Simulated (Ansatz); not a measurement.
The cluster Mg2O2⁻, relaxed as a doublet with UKS B3LYP-D4/def2-TZVPD in Ansatz, starting from the GFN2-xTB geometry. Force threshold 0.02 eV/Å.

The highest occupied level of the charge -1 doublet lies above zero (up to 0.16 eV). By energy differences its removal costs 1.30 eV (vertical, to the charge 0 singlet, at PBE0-D4/def2-TZVPD). The relaxation made no stability test and no search for a lower SCF solution. The structure comes from a short search, and lower isomers may exist.

Start:

```xyz
4

Mg   -0.2893   -0.3556    1.2149
Mg    0.2889    0.3576   -1.2140
O    -1.2363   -0.1544   -0.3390
O     1.2367    0.1525    0.3381
```

(1) Estimate the energy that the relaxation releases and the steps that it takes.

(2) Does the start keep its bonding and symmetry?

(3) Predict the relaxed structure.

Results:

(1) 0.37 eV, in 4 steps; 7.5 s on 4 threads of Arm Neoverse V2 on a shared host. No frequencies were taken in this run, so the end may be a saddle point.

(2) By distances, no bond broke or formed. The bond that changes most is Mg2–O4, from 1.83 to 1.89 Å (atoms count from 1). Point group D2h at the start, D2h at the end, both within 0.05 Å.

(3) 
Cartesian coordinates in Å:
```
Mg -0.274 -0.338 1.152
Mg 0.274 0.338 -1.152
O -1.376 -0.171 -0.377
O 1.376 0.171 0.377
```
Bond lengths (bridged metal pairs left out): 4 × Mg–O 1.89 Å.
